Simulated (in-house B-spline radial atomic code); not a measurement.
## Binding energies in Ir³⁺

NIST's tabulated ground configuration is [Xe] 4f14 5d6; each binding energy is the energy of the ion with one electron taken from that subshell, relaxed, less that of the parent. All numbers are computed (Dirac-Hartree-Fock, average of configuration; Fermi nucleus of rms radius 5.4032 fm) with a B-spline radial code for spherical atoms, not measured. Energies include first-order Breit, QED and recoil terms.

| subshell | X-ray name | binding energy (eV) | -ε (eV) | relaxation (eV) |
| --- | --- | --- | --- | --- |
| 1s | K | 76152.3 | 76641.7 | 90.3 |
| 2s | L1 | 13471.1 | 13575.3 | 53.9 |
| 2p1/2 | L2 | 12869.9 | 12977.9 | 58.6 |
| 2p3/2 | L3 | 11260.8 | 11347.3 | 55.1 |
| 3s | M1 | 3224.6 | 3265.0 | 30.2 |
| 3p1/2 | M2 | 2958 | 2998.7 | 31.3 |
| 3p3/2 | M3 | 2601.5 | 2636.6 | 29.4 |
| 4s | N1 | 742.1 | 756.7 | 12.3 |
| 4p1/2 | N2 | 629.3 | 643.4 | 12.2 |
| 4p3/2 | N3 | 544.7 | 556.7 | 11.0 |
| 5s | O1 | 143.9 | 147.0 | 2.7 |
| 4f5/2 | N6 | 106.7 | 116.2 | 9.7 |
| 5p1/2 | O2 | 106.1 | 108.7 | 2.3 |
| 4f7/2 | N7 | 103.7 | 112.9 | 9.5 |
| 5p3/2 | O3 | 92.35 | 94.37 | 1.91 |
| 5d | O4,5 | 42.05 | 43.04 | 0.99 |

Relaxation = -ε minus the binding energy without Breit, QED and recoil terms.

Emission lines follow as differences of binding energies, with λ = 12398.42 eV·Å / E:

| line | holes | energy (eV) | wavelength (Å) |
| --- | --- | --- | --- |
| K-L3 | 1s → 2p3/2 | 64891.5 | 0.19106 |
| K-L2 | 1s → 2p1/2 | 63282.4 | 0.19592 |
| K-M3 | 1s → 3p3/2 | 73550.8 | 0.16857 |
| L1-M3 | 2s → 3p3/2 | 10869.6 | 1.1407 |
| L3-M1 | 2p3/2 → 3s | 8036.2 | 1.5428 |

Problem. What screening constant σ does Moseley's law, E = (3/4)·13.6057 eV·(Z - σ)², need for K-L3?

Solution. σ = -2.74.

Moseley's non-relativistic formula needs a falling, then negative, screening constant for heavy elements, because relativity binds the 1s electron more strongly than the formula allows.

Problem. What does it cost to remove both a 2s and a 3p1/2 electron?

Solution. 16528 eV, which is 99.08 eV more than the two single binding energies together.

Problem. What does it cost to remove both a 2p1/2 and a 4f5/2 electron?

Solution. 13007 eV, which is 30.69 eV more than the two single binding energies together.

Problem. What does it cost to remove both a 2p1/2 and a 4p3/2 electron?

Solution. 13454 eV, which is 39.41 eV more than the two single binding energies together.
